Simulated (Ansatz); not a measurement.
System: C3H9OSi, net charge -1, singlet state. It need not be the lowest isomer of its formula. Whether it binds its extra electron was not tested at this geometry. 
Structure (B3LYP-D3(BJ)/def2-TZVP (Ansatz, an electronic-structure program) minimum search):
```
Si
O 1 1.5646
C 1 1.9218 2 115.24
H 3 1.0949 1 110.27 2 -59.20
H 3 1.0949 4 107.37 1 -120.17
H 3 1.0966 4 107.99 5 -116.22
C 1 1.9218 2 115.24 3 -120.00
H 7 1.0949 1 110.27 2 59.20
H 7 1.0949 8 107.37 1 120.17
H 7 1.0966 8 107.99 9 116.22
C 1 1.9218 2 115.24 3 120.00
H 11 1.0949 1 110.27 2 59.20
H 11 1.0949 12 107.37 1 120.17
H 11 1.0966 12 107.99 13 116.22
```
Charge -1, spin multiplicity 1.

Parts of the frozen-core correlation energy in 6-31G* (Ansatz, hartree). Frozen orbitals: 9; correlated occupied orbitals by spin: 16 and 16; virtual: 72 and 72. Spin-orbit coupling is left out. No relativistic terms.

| term | value |
|---|---|
| reference (HF) | -482.67439 |
| MP2 opposite-spin | (withheld) |
| MP2 same-spin | (withheld) |
| CCSD correlation | (withheld) |
| (T) | -0.01911 |
| T1 diagnostic | 0.012 |
| largest doubles amplitude | 0.024 |

**Question.** Fill in the missing entries.

**Answer.** 
- MP2 opposite-spin, value: -0.50786
- MP2 same-spin, value: -0.16214
- CCSD correlation, value: -0.72244
